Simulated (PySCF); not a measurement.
**Curvature of the energy in the electron number along the 3d series, charge +2**

Calculated with PySCF 2.14, in def2-TZVPPD, non-relativistic: one orbital is emptied in steps, and each cell gives the departure of E from the straight line at half an electron, in eV (from a cubic fit). The exact functional gives zero.

```tsv
species	orbital	LDA	PBE	r2SCAN	PBE0	BHandHLYP	LC-wPBE	wB97X	UHF
Sc²⁺	3d alpha	-1.76	-1.72	-1.59	-1.24	-0.77	-0.53	-0.59	0.19
Ti²⁺	3d alpha	-1.87	-1.83	-1.73	-1.29	-0.77	-0.59	-0.64	0.30
V²⁺	3d alpha	-1.96	-1.91	-1.79	-1.33	-0.76	-0.64	-0.69	0.40
Cr²⁺	3d alpha	-2.05	-1.99	-1.84	-1.37	-0.76	-0.70	-0.73	0.48
Mn²⁺	3d alpha	-2.16	-2.10	-1.94	-1.44	-0.77	-0.78	-0.80	0.57
Co²⁺	3d beta	-2.17	-2.11	-1.97	-1.39	-0.70	-0.79	-0.77	0.73
Ni²⁺	3d beta	-2.26	-2.19	-2.01	-1.43	-0.68	-0.84	-0.81	0.82
Cu²⁺	3d beta	-2.35	-2.26	-2.06	-1.46	-0.67	-0.90	-0.86	0.91
Zn²⁺	3d beta	-2.44	-2.38	-2.16	-1.52	-0.67	-0.98	-0.92	1.02
```

Q: How does the mean departure depend on the functional?

A: LDA -2.11 eV; PBE -2.06 eV; r2SCAN -1.90 eV; PBE0 -1.39 eV; BHandHLYP -0.73 eV; LC-wPBE -0.75 eV; wB97X -0.76 eV; UHF 0.60 eV. Semilocal functionals are convex (delocalisation error), Hartree-Fock is concave or straight, and exact exchange removes curvature roughly in proportion to its share, so among the functionals the range-separated hybrids usually come closest to zero.
